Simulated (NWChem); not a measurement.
SiN, doublet; SMILES N#[Si]

```xyz
2

Si     0.0000     0.0000    -0.5264
N      0.0000     0.0000     1.0485
```
Atoms are numbered in this order, from 1.

Level: PBE0/def2-SVP, spin-unrestricted (NWChem), optimised geometry, unscaled harmonic frequencies. 

Question: List the harmonic frequencies with IR intensities, and the thermochemistry.

Answer: 
```csv
frequency (cm⁻¹),IR intensity (km/mol)
1196,18.8
```

The zero-point energy comes out as 1.7 kcal/mol and the thermal correction to the enthalpy at 298.15 K (with zero-point energy) is 3.8 kcal/mol. The heat capacity Cv is 5.2 cal/(mol K) and the dipole moment is 2.31 D.

Rigid rotor and harmonic oscillator.
